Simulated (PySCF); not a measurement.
Electron correlation in Ar³⁺ (argon, charge +3)

[Ne] 3s2 3p3, high-spin 4S determinant. Computed with PySCF 2.14 in an even-tempered Gaussian basis (20 s from 0.09 bohr⁻², ratio 2.5; 13 p from 0.12 bohr⁻², ratio 2.5; 5 d from 1.2 bohr⁻², ratio 2.7; 5 f from 1.8 bohr⁻², ratio 2.7), with the spin-free X2C one-electron Hamiltonian (Gaussian nucleus). Frozen: 1s2; 13 electrons correlated; the 22 highest virtual orbitals of each spin left out.

MP2 pair energies summed by pair of shells (mhartree):

```
 pair   energy  share (%)
2p-2p  -194.08       46.0
3s-3p   -61.44       14.6
2s-2p   -59.59       14.1
2p-3p   -33.57        8.0
2p-3s   -24.42        5.8
3p-3p   -19.16        4.5
3s-3s   -10.26        2.4
2s-2s   -10.08        2.4
2s-3p    -5.71        1.4
2s-3s    -3.92        0.9
```

Total MP2 correlation energy: -422.23 mhartree.

Same-spin part -114.75 and opposite-spin part -307.48 mhartree; SCS-MP2 scales them by 1/3 and 6/5 to -407.23 mhartree.
